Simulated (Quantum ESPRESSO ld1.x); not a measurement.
The mean radii <r> (bohr) of the occupied orbitals of an atom or ion are listed with their occupations. Calculated with ld1.x of Quantum ESPRESSO 7.5: Dirac Kohn-Sham, PBE, spin-unpolarised, spherical densities, point nucleus.

orbital     occ.      <r>
1s1/2          2  0.02409
2s1/2          2   0.1026
2p1/2          2  0.08605
2p3/2          4  0.09236
3s1/2          2   0.2720
3p1/2          2   0.2617
3p3/2          4   0.2740
3d3/2          4   0.2452
3d5/2          6   0.2490
4s1/2          2   0.6226
4p1/2          2   0.6404
4p3/2          4   0.6682
4d3/2          4   0.7214
4d5/2          6   0.7313
5s1/2          1    1.481
5p1/2          2    1.645
5p3/2          4    1.719
4f5/2    1.28571    1.058
4f7/2    1.71429    1.068

Name the element and its charge. Open shells, if any, are shared by 2j + 1.

Answer. Z = 59, praseodymium, charge +3: Pr3+ in [Kr] 4d10 4f3 5s1 5p6. The 1s radius gives Z: for a bare nucleus <r> = (2 gamma + 1)/(2Z) with gamma = sqrt(1 - (Z/c)^2), 0.02377 bohr for Z = 59, and screening makes it slightly larger (0.02409 here). The occupations add up to 56, and the charge is Z minus that.
